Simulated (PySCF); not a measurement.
5,5-difluorocyclopenta-1,3-diene (C5H4F2), SMILES C1(F)(F)C=CC=C1. Coordinates come from a PBE0-D3(BJ)/def2-SVP optimisation. Other conformers were not sampled.

Computed equilibrium geometry at PBE0-D3(BJ)/def2-SVP (PySCF confirms it by a frequency run) as Cartesian coordinates in Å, and its point group (one conformer of several):
point group C2v.
```xyz
11

F      1.0849     0.0000    -1.3934
C      0.0000     0.0000    -0.5815
F     -1.0849     0.0000    -1.3934
C      0.0000    -1.1943     0.3518
C      0.0000    -0.7442     1.6112
C      0.0000     0.7442     1.6112
C      0.0000     1.1943     0.3518
H      0.0000    -2.2226    -0.0084
H      0.0000    -1.3546     2.5155
H      0.0000     1.3546     2.5155
H      0.0000     2.2226    -0.0084
```
